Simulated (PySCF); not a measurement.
## Continuum solvent and chemical shifts

Structure with atom numbers: `[CH2:1]=[CH:2][CH2:3][C@@H:4]1[C@@H:5]([F:6])[CH2:7][N:8]1[CH2:9][CH3:10]`. Each H is labelled by its parent atom. Ha(C1) is cis to C3; Ha(C7) is cis to C3 on the ring; Ha(C3), Ha(C9) are pro-R; Hb(C3), Hb(C9) are pro-S; Hb(C1) is trans to C3; Hb(C7) is trans to C3 on the ring.

GIAO PBE0/pcSseg-1 in PySCF 2.14 on one PBE0-D3(BJ)/def2-SVP conformer, non-relativistic, equivalent nuclei averaged. Solvents enter as an IEF-PCM continuum (chloroform with ε = 4.7, acetone with ε = 20.5) around the gas-phase geometry. Shifts are referred to TMS, CFCl3 computed in the same medium.

In chloroform, δ in ppm: C2 144.8, C1 125.0, C5 88.7, C4 74.3, C7 60.0, C9 52.6, C3 42.1, C10 15.2, F6 -195.6, H(C2) 6.21, Ha(C1) 5.53, Hb(C1) 5.42, H(C5) 4.62, Ha(C7) 3.63. Dipole moment 1.59 D.

(1) How does each δ change in the more polar medium?

(2) Which nuclei move most (in ppm), and what does the model miss?

Results:

(1) 
```json
{"atoms": "C2", "environment": "alkene CH", "Δδ, acetone": "+0.6"}
{"atoms": "C1", "environment": "terminal =CH2 carbon", "Δδ, acetone": "+0.3"}
{"atoms": "C5", "environment": "sp3 CH bonded to F", "Δδ, acetone": "+0.3"}
{"atoms": "C4", "environment": "sp3 CH bonded to N", "Δδ, acetone": "+0.2"}
{"atoms": "C7", "environment": "sp3 CH2 bonded to N", "Δδ, acetone": "+0.2"}
{"atoms": "C9", "environment": "sp3 CH2 bonded to N", "Δδ, acetone": "+0.1"}
{"atoms": "C3", "environment": "allylic sp3 CH2", "Δδ, acetone": "+0.1"}
{"atoms": "C10", "environment": "methyl carbon", "Δδ, acetone": "+0.1"}
{"atoms": "F6", "environment": "fluorine on an sp3 carbon", "Δδ, acetone": "-0.8"}
{"atoms": "H(C2)", "environment": "hydrogen on an alkene CH", "Δδ, acetone": "+0.03"}
{"atoms": "Ha(C1)", "environment": "hydrogen on a terminal =CH2 carbon", "Δδ, acetone": "+0.04"}
{"atoms": "Hb(C1)", "environment": "hydrogen on a terminal =CH2 carbon", "Δδ, acetone": "+0.03"}
{"atoms": "H(C5)", "environment": "hydrogen on an sp3 CH bonded to F", "Δδ, acetone": "+0.06"}
{"atoms": "Ha(C7)", "environment": "hydrogen on an sp3 CH2 bonded to N", "Δδ, acetone": "+0.02"}
```

Changes are relative to chloroform. The dipole moment becomes 1.65 D in acetone.

(2) F6 (fluorine on an sp3 carbon, -0.8 ppm) in acetone. A continuum only polarises the solute; specific hydrogen bonds, the anisotropy of aromatic solvents and changes of geometry or conformer are outside it.
